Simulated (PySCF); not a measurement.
PySCF 2.14 output of an unrestricted MN15 calculation on a single atom or ion in x2c-TZVPPall (8s6p4d2f, 60 functions), with the spin-free X2C one-electron Hamiltonian (Gaussian nucleus):

```
SCF conv_tol = 1e-09
number electrons alpha = 26  beta = 24
    H. S. Yu, X. He, S. L. Li, and D. G. Truhlar.,  Chem. Sci. 7, 5032-5051 (2016)
    H. S. Yu, X. He, S. L. Li, and D. G. Truhlar.,  Chem. Sci. 7, 5032-5051 (2016)
cycle= 1 E= -6180.53538139497  delta_E= -0.0484  |g|= 0.0927  |ddm|= 0.353
cycle= 2 E= -6180.53567938333  delta_E= -0.000298  |g|= 0.0464  |ddm|= 0.0772
cycle= 3 E= -6180.5359836042  delta_E= -0.000304  |g|= 0.0128  |ddm|= 0.0418
cycle= 4 E= -6180.53601502742  delta_E= -3.14e-05  |g|= 0.000286  |ddm|= 0.0109
cycle= 5 E= -6180.53601515211  delta_E= -1.25e-07  |g|= 3.05e-05  |ddm|= 0.00115
cycle= 6 E= -6180.53601515319  delta_E= -1.07e-09  |g|= 6.44e-06  |ddm|= 9.41e-05
cycle= 7 E= -6180.5360151532  delta_E= -1.09e-11  |g|= 2.72e-07  |ddm|= 1.39e-05
converged SCF energy = -6180.5360151532  <S^2> = 2.0029952  2S+1 = 3.0019961
```

The run itself started from symmetry-adapted Hartree-Fock orbitals and held the occupation by maximum overlap, on a logarithmic radial grid, so the iterations belong to that start.

Q: Which element, charge and spin multiplicity is this?

A: Sn (tin, neutral), multiplicity 3; the state was [Kr] 4d10 5s2 5p2, high-spin 3P determinant.
